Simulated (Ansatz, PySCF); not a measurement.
Process, species as SMILES: COB(O)O -> [O]B(O)O + [CH3] (CH3) (the C-O bond at the site shown breaks; other sites are not compared here)
Structures are relaxed separately at B3LYP-D3(BJ)/def2-TZVP in Ansatz (a program for electronic structure), one conformer each, not searched for the lowest. Frequencies are from Ansatz or PySCF.

Wanted: bond dissociation energy (enthalpy at 298 K, with B3LYP-D3(BJ) rigid-rotor harmonic-oscillator terms), in eV. Cores are frozen in the correlated levels unless marked. UHF or UKS for open shells. Spin-orbit coupling is left out. Non-relativistic unless marked X2C. CBS marks a two-point X^-3 extrapolation of the correlation energy; Hartree-Fock from the larger set. [CCSD(T)-MP2]/basis is that difference in the basis named.

| level | program | bond dissociation energy (eV) |
|---|---|---|
| HF/cc-pVDZ | Ansatz | 2.50 |

Question: Predict the RI-MP2/CBS(cc-pVTZ,cc-pVQZ)+[CCSD(T)-MP2]/cc-pVTZ result (Ansatz).

Answer: 4.29 eV
